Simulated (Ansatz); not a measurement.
`C#[C][Hf]([OH])([OH])[Cl]` + `FC(F)=C(F)Br` → `C#[C][Hf]([OH])([OH])[F]` + `F/C(Cl)=C(/F)Br`  (formal exchange of groups at the Hf–Cl bond)

Computed with Ansatz on PBE0-D4/def2-TZVP structures; ΔE is electronic, products minus reactants. CCSD(T)/CBS is the MP2 limit (def2-TZVPP, def2-QZVPP) plus CCSD(T) − MP2 in def2-TZVPP, frozen cores. DFT in def2-TZVPP. B3LYP here is the variant with VWN-RPA as its local correlation; programs differ in this. HSE06 is defined as in plane-wave codes. Elements past krypton have def2 core potentials. For Br, Hf outer-core shells are correlated without core-valence functions, which leaves a few kJ/mol of doubt a bond. Scalar relativity is left out up to krypton. Each species was taken in one conformer, which may not be the lowest.

`C#[C][Hf]([OH])([OH])[Cl]`:

Cartesian coordinates in Å:
```
C 1.453 -0.986 2.084
C 0.736 -0.620 1.175
Hf -0.585 0.004 -0.454
O -1.122 1.790 -0.092
O 0.410 -0.131 -2.067
Cl -2.470 -1.418 -0.534
H 2.082 -1.308 2.884
H -1.349 2.714 -0.084
H 0.842 -0.045 -2.911
```

`FC(F)=C(F)Br`:

Cartesian coordinates in Å:
```
F -0.157 -1.128 1.436
C -0.105 -0.664 0.214
F -0.277 -1.600 -0.681
C 0.100 0.613 -0.072
F 0.264 1.495 0.902
Br 0.176 1.283 -1.799
```

`C#[C][Hf]([OH])([OH])[F]`:

Cartesian coordinates in Å:
```
C -0.628 2.506 0.875
C -0.306 1.370 0.593
Hf 0.292 -0.691 0.125
O -1.278 -1.662 -0.355
O 1.578 -0.622 -1.282
F 1.082 -1.473 1.681
H -0.910 3.505 1.123
H -1.966 -2.212 -0.713
H 2.136 -0.720 -2.047
```

`F/C(Cl)=C(/F)Br`:

Cartesian coordinates in Å:
```
F 0.044 1.001 1.443
C -0.034 0.655 0.172
Cl -0.214 1.948 -0.907
C 0.028 -0.616 -0.206
F -0.050 -0.956 -1.479
Br 0.226 -2.032 0.978
```

| level | ΔE (kcal/mol) | difference from CCSD(T)/CBS |
| --- | --- | --- |
| B97M-V | -4.7 | 1.8 |
| PBE0-D4 | -5.1 | 1.4 |
| B3LYP-D4 | -6.3 | 0.2 |
| r2SCANh-D4 | -5.1 | 1.4 |
| ωB97X-V | -5.8 | 0.7 |
| B2PLYP | -6.4 | 0.1 |
| r2SCANh | -5.1 | 1.4 |
| r2SCAN0 | -4.3 | 2.2 |
| HSE06 | -4.9 | 1.6 |
| BHLYP | -4.0 | 2.5 |
| CAM-B3LYP | -6.0 | 0.5 |
| MP2/def2-SVP | -5.7 | 0.8 |
| CCSD/def2-SVP | -4.0 | 2.5 |
| MP2/def2-TZVPP | -7.0 | -0.5 |
| SCS-MP2/def2-TZVPP | -6.7 | -0.2 |
| MP2/def2-QZVPP | -7.7 | -1.2 |
| CCSD(T)/CBS | -6.5 | 0 |

Largest T1 diagnostic among the species: 0.016.

At CCSD(T), def2-SVP lies +2.2 kcal/mol from the extrapolated value and def2-TZVPP +1.0 kcal/mol. Leaving LDA and LC-ωPBE aside and taking each functional with its dispersion term where it has one, the values, not all of them listed here, spread over 4.3 kcal/mol, from BLYP-D4 to BHLYP-D4. LDA lies +1.2 kcal/mol from PBE without D4.

CCSD(T)/CBS has its own doubt, a few kJ/mol and more with outer-core shells, so smaller differences from it don't rank the levels.
